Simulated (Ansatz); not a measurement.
An input meant for Li₂Al₃⁻ (charge -1, triplet; with a point charge).

```yaml
crystal:
  periodic: [false, false, false]
  atoms:
    - {symbol: Li, position_ang: [-1.312115, 0.636196, -1.067584]}
    - {symbol: Li, position_ang: [-0.336710, -0.327530, 1.788721]}
    - {symbol: Al, position_ang: [-0.577463, -1.928685, -0.574041]}
    - {symbol: Al, position_ang: [0.790617, 2.044169, -0.015270]}
    - {symbol: Al, position_ang: [1.435671, -0.424150, -0.131816]}
basis:
  gaussian: {orbitals: x2c-TZVPPall, point_charges: [{charge: 1.00, position_ang: [6.324, 0.432, -0.914]}]}
total_charge: -1
magnetization: {spin_polarized: true, initial_magnetization: 2}
hamiltonian: {xc: {name: B2PLYP}, dispersion: d4}
scf: {lower_state_search: light}
output: {forces: true}
```

```sh
$ ansatz run in.yaml --threads 4 --pin off --events-out ev --progress --plain --max-ram 3916MiB
```

It prints (some lines left out):

```
Error: invalid value for `hamiltonian.dispersion`: no damping is tabulated for this functional; type it, or the functional that lends it
```

In this input the program holds no damping parameters for this pairing of functional and dispersion term, so they'd have to be typed. The program refused the input.
